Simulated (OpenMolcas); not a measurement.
# Ni4+: moving or changing the point charges

Ni4+ among 4 point charges of -1.5 e arranged as a tetrahedron (Td), 1.75 Å from the ion.

```json
{
 "Program": "OpenMolcas 26.06",
 "Method": "CASSCF",
 "Basis": "ANO-RCC-VTZP [6s5p3d2f1g]",
 "Scalar Hamiltonian": "DKH2, point nucleus",
 "Active space": "6 electrons in 5 orbitals (3d)",
 "State averaging": "2S+1 = 5 even, 5 roots; 2S+1 = 3 even, 45 roots; 2S+1 = 1 even, 50 roots",
 "Spin-orbit coupling": "RASSI with atomic mean-field integrals over the reference wave functions"
}
```

Runs around this geometry, states (labels of Td). Energies in cm-1 above the lowest state or level, χT in cm3 K/mol.

```json
{"R (Å)": "1.75", "q (e)": "-1.2", "Ground state": "5E", "First state of that spin": "5T2 832.7", "First gap with spin-orbit (degeneracies)": "51.2 (1, 3)", "χT at 300 K": "5.226", "First state of another spin": "3T1 29099"}
{"R (Å)": "1.61", "q (e)": "-1.5", "Ground state": "5E", "First state of that spin": "5T2 1502", "First gap with spin-orbit (degeneracies)": "61.3 (1, 3)", "χT at 300 K": "4.696", "First state of another spin": "3T1 28983"}
{"R (Å)": "1.75", "q (e)": "-1.5", "Ground state": "5E", "First state of that spin": "5T2 1020", "First gap with spin-orbit (degeneracies)": "55.8 (1, 3)", "χT at 300 K": "5.069", "First state of another spin": "3T1 29077"}
{"R (Å)": "1.93", "q (e)": "-1.5", "Ground state": "5E", "First state of that spin": "5T2 641.6", "First gap with spin-orbit (degeneracies)": "44.4 (1, 3)", "χT at 300 K": "5.381", "First state of another spin": "3T1 29114"}
```

Taking the first state of the same spin as R^-n, n = -ln(641.6 / 1502) / ln(1.93 / 1.61) = 4.7 between the shortest and longest distance.

Scaling the charges by -1.2 / -1.5 = 0.80 scales the first state of the same spin by 832.7 / 1020 = 0.82; with fixed orbitals a first-order splitting would follow the charge.

An orbital doublet at a regular site is open to a Jahn-Teller distortion, which this geometry leaves out. Without dynamic correlation the repulsion within the d shell is too large (B by tens of per cent), so at a given field states of lower spin stand too high. The ground term spreads over less than 5000 cm-1, several times less than with real ligands, so orbital moments are less quenched and χT lies further from the spin-only value than at real sites. This is an electrostatic model: the charges have no orbitals. No measured value stands beside these numbers.
